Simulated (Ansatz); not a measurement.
Born–Oppenheimer molecular dynamics of BGeH7OSi (11 atoms, charge 0, multiplicity 1). It starts at the highest image of a converged band, a first-order saddle point between two minima.

Level of theory: RKS PBE-D4/def2-SVP in Ansatz.

```yaml
ensemble: NVE (velocity Verlet)
time_step: 0.5 fs
steps_asked: 200
starting_velocities_drawn_for: 100 K
seed: 10522
```

First frame:

```xyz
11
Properties=species:S:1:pos:R:3
O -0.342 1.996 -0.644
Si 0.565 1.344 0.633
B 0.661 -0.664 0.595
Ge -0.257 -1.608 -0.900
H -1.298 1.832 -0.572
H 0.077 1.883 1.961
H 1.969 1.851 0.419
H 1.069 -1.346 1.516
H -1.341 -1.330 0.275
H -0.796 -0.873 -2.148
H -0.242 -3.141 -1.113
```

Question: How far do the bonds stretch over the last three quarters of this one trajectory? (Pairs bonded in most of those frames.)

Answer: 
```csv
bond,mean (Å),spread (Å),shortest,longest
O1–Si2,1.695,0.011,1.68,1.72
O1–H5,0.975,0.023,0.94,1.01
Si2–B3,2.015,0.023,1.98,2.05
Si2–H6,1.518,0.005,1.51,1.53
Si2–H7,1.506,0.004,1.50,1.51
B3–Ge4,2.044,0.041,1.97,2.09
B3–H8,1.218,0.019,1.19,1.25
Ge4–H9,1.574,0.020,1.55,1.61
Ge4–H10,1.554,0.021,1.52,1.59
Ge4–H11,1.553,0.019,1.52,1.58
```

Mean temperature of the second half: 106 K. The conserved energy stayed within 0.11 meV per atom of its start (net change 0.091 meV per atom), so the integration is sound. A run of 0.1 ps of so small a system gives no equilibrium averages. The orbitals stay closed-shell, which can raise the energy where a bond breaks towards radicals; this wasn't checked here.

Run time: 7.2 min on 2 threads of Arm Neoverse V1, on a shared host, peak memory 0.15 GiB.
